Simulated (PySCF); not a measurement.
## Property card for `[Si@@H]([SiH2][SiH3])([SiH2]Cl)[SiH3]`

ClH11Si5.
Z-matrix (Å and degrees, GFN2-xTB geometry), rows numbered from 1:
```
Si
Si  1  2.3159
Si  2  2.3451  1  116.19
Si  3  2.3318  2  116.46  1   175.42
Si  3  2.3286  2  112.23  1   -54.44
Cl  5  2.0436  3  107.57  2   -14.14
H   1  1.4673  2  110.30  3   -18.88
H   1  1.4661  2  113.43  3  -138.09
H   1  1.4621  2  112.57  3   100.77
H   2  1.4724  1  110.81  3  -122.99
H   2  1.4743  1  110.50  3   123.65
H   3  1.4856  2  105.98  1    58.41
H   4  1.4660  3  113.29  2  -174.79
H   4  1.4640  3  112.30  2   -54.46
H   4  1.4651  3  111.69  2    64.99
H   5  1.4645  3  115.00  2  -130.65
H   5  1.4628  3  117.80  2   103.68
```

From GFN2-xTB geometry:

```
Point group of the GFN2-xTB geometry                  : C1
Rotational constants A, B, C of the GFN2-xTB geometry : 0.971, 0.685, 0.447 GHz
```

**CAM-B3LYP/def2-SVPD ground state and vertical TDDFT (core frozen in the response) (PySCF)**

```
Dipole moment                                                     : 1.38 D
HOMO energy                                                       : -9.33 eV
LUMO energy                                                       : -0.10 eV
HOMO–LUMO gap                                                     : 9.23 eV
Lowest singlet excitation                                         : 6.04 eV (205 nm, f = 0.005)
Strongest line among the 8 lowest singlet transitions             : S2 at 6.38 eV (194 nm, f = 0.237)
Lowest triplet excitation (Tamm–Dancoff)                          : 5.49 eV
Static isotropic polarisability                                   : 161.6 au
Electronic spatial extent ⟨r²⟩ about the centre of nuclear charge : 2560 bohr²
```

**PBE0/pcSseg-1 ground state and GIAO shieldings, non-relativistic (PySCF)**

```
Lowest Hirshfeld atomic charge                              : -0.12 e on Cl6
Highest Hirshfeld atomic charge                             : +0.26 e on Si5
1H chemical shifts (computed TMS as zero) by class          : 5.45 (H17), 5.29 (H16), 3.65 (H13/H14/H15), 3.62 (H7/H8/H9), 3.56 (H10), 3.55 (H11), 3.44 (H12) ppm
Isotropic shieldings of nuclei other than C and H, by class : 375 (Si5), 459 (Si4), 462 (Si1), 474 (Si2), 479 (Si3), 1032 (Cl6) ppm
Mayer bond orders between heavy atoms                       : Si1–Si2 0.88, Si2–Si3 0.87, Si3–Si4 0.90, Si3–Si5 0.84, Si5–Cl6 0.92
```

Monoisotopic mass (most abundant isotopes): 185.9396 u.

The largest Löwdin shares of the HOMO are 0.24 on Si3, 0.18 on Si4, 0.14 on Cl6 and 0.10 on Si5. The principal polarisabilities are 130.2, 159.8 and 194.8 au; their mean is the isotropic value. The vertical singlet–triplet gap S1 − T1 is 0.55 eV (TDDFT singlet less Tamm–Dancoff triplet; S1: HOMO→LUMO, weight 0.63; T1: HOMO−1→LUMO, weight 0.67). The polarisability is 23.95 Å³ as a volume (1 au = 0.148185 Å³), or 1.65 au for each of the 98 electrons. The dipole matches unit charges of opposite sign 0.29 Å apart (1 e·Å = 4.8032 D). The rotational constants make it an asymmetric top with κ = (2B − A − C)/(A − C) = -0.09, midway between the prolate (−1) and oblate (+1) limits. With B = h/(8π²I), that is 505.379 GHz u Å² over I, the principal moments of inertia are 520.5, 738.0 and 1130.6 u Å² (most abundant isotopes); the inertial defect Ic − Ia − Ib is -127.9 u Å² (zero for a rigid planar frame, negative otherwise).

The structure is a single GFN2-xTB conformer in the gas phase; no vibrational or solvent corrections. NMR classes are plain means over equivalent atoms (diastereotopic ones count apart unless rotation or inversion swaps them), as if these changed places fast; in this geometry the members of some classes differ.

For the NMR shielding job (PBE0/pcSseg-1), time: 37 s of wall time; peak memory 0.93 GiB. Hardware: one thread, Arm Neoverse V1 (aarch64), on a shared host.
